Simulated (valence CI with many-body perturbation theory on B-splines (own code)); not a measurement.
**Which ion has this spectrum?**

A relativistic CI+MBPT calculation for an atom or ion with 7 electrons gives these levels (Ry):

| J | Parity | E | g |
| --- | --- | --- | --- |
| 3/2 | odd | 0.00 | 1.31 |
| 3/2 | odd | 122.91 | 1.43 |
| 5/2 | odd | 124.60 | 1.16 |
| 1/2 | odd | 128.76 | 0.61 |
| 5/2 | even | 150.05 | 1.44 |
| 1/2 | even | 158.31 | 1.98 |
| 3/2 | even | 158.40 | 1.17 |
| 3/2 | odd | 251.96 | 1.28 |
| 3/2 | even | 275.13 | 1.58 |
| 5/2 | even | 278.22 | 1.28 |
| 1/2 | even | 283.39 | 1.34 |
| 3/2 | even | 283.95 | 1.00 |
| 3/2 | odd | 313.89 | 1.30 |
| 1/2 | even | 407.75 | 1.88 |

The energies are calculated, and their last digits are not significant.

**Question.** Which is it?
A. Re68+
B. W67+
C. Ir70+
D. Pt71+

**Answer.** C. Ir70+, ground level (2s^2 2p1/2^2 2p3/2) J=3/2.
